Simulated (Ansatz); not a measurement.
The same molecule with X = B, Al, Ga, In. Ansatz, PBE0-D4/def2-TZVP geometries, multiplicity 1. Each molecule was computed in one conformer, which needn't be the lowest.

Elements past krypton have def2 core potentials. Scalar relativity is left out up to krypton.

| X | molecule | mean X–F bond length / Å | mean X–S bond length / Å | LUMO energy (PBE/def2-TZVPP) / eV | HOMO–LUMO gap (PBE/def2-TZVPP) / eV | HOMO energy (PBE0/def2-TZVPP) / eV |
| --- | --- | --- | --- | --- | --- | --- |
| B | `CSB(F)F` | 1.322 | 1.791 | -0.76 | 5.73 | -7.74 |
| Al | `C[S][Al]([F])[F]` | 1.639 | 2.143 | -1.80 | 4.62 | -7.64 |
| Ga | `C[S][Ga]([F])[F]` | 1.741 | 2.159 | -2.40 | 4.24 | -7.88 |

Task: Give the row for X = In, `C[S][In]([F])[F]`. (Best estimate.)

Result: The calculation gave: 
| X | molecule | mean X–F bond length / Å | mean X–S bond length / Å | LUMO energy (PBE/def2-TZVPP) / eV | HOMO–LUMO gap (PBE/def2-TZVPP) / eV | HOMO energy (PBE0/def2-TZVPP) / eV |
| --- | --- | --- | --- | --- | --- | --- |
| In | `C[S][In]([F])[F]` | 1.936 | 2.338 | -3.32 | 3.29 | -7.84 |

From B to In the mean X–F bond length rises at each step, by 0.614 Å in all; the mean X–S bond length rises at each step, by 0.547 Å in all; the LUMO energy (PBE/def2-TZVPP) falls at each step, by 2.56 eV in all; the HOMO–LUMO gap (PBE/def2-TZVPP) falls at each step, by 2.44 eV in all; the HOMO energy (PBE0/def2-TZVPP) isn't monotonic: highest at Al, lowest at Ga. Bonds lengthen as the atom grows down the group.
